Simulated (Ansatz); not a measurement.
Sr₂Se⁺. Total charge 1; doublet. Geometry r2SCAN-D4/def2-TZVP, that of the neutral singlet.

```tsv
atom	x (Å)	y (Å)	z (Å)
Sr1	1.065	-1.526	0.632
Sr2	0.221	1.583	-1.144
Se3	-1.286	-0.057	0.512
```

In the def2 sets Sr takes a core potential; there is no spin–orbit coupling. The structure comes from a short search, and lower isomers may exist.

Task: Estimate the α-spin orbital energies around the gap (eV) in Ansatz with PBE-D4/def2-TZVP, r2SCAN-D4/def2-TZVP, PBE0-D4/def2-TZVP.

Result: 
```tsv
orbital	PBE-D4/def2-TZVP	r2SCAN-D4/def2-TZVP	PBE0-D4/def2-TZVP
HOMO−5	-26.36	-27.08	-28.42
HOMO−4	-17.85	-18.19	-19.57
HOMO−3	-8.94	-8.92	-9.81
HOMO−2	-8.86	-8.85	-9.69
HOMO−1	-8.39	-8.40	-9.19
HOMO	-7.37	-7.37	-7.95
LUMO	-5.87	-5.42	-5.32
LUMO+1	-5.59	-5.37	-4.84
LUMO+2	-5.36	-4.97	-4.59
LUMO+3	-5.14	-4.76	-4.41
LUMO+4	-4.70	-4.27	-4.06
LUMO+5	-4.60	-4.11	-3.92
β HOMO	-8.37	-8.40	-9.17
β LUMO	-6.64	-6.05	-5.94
```
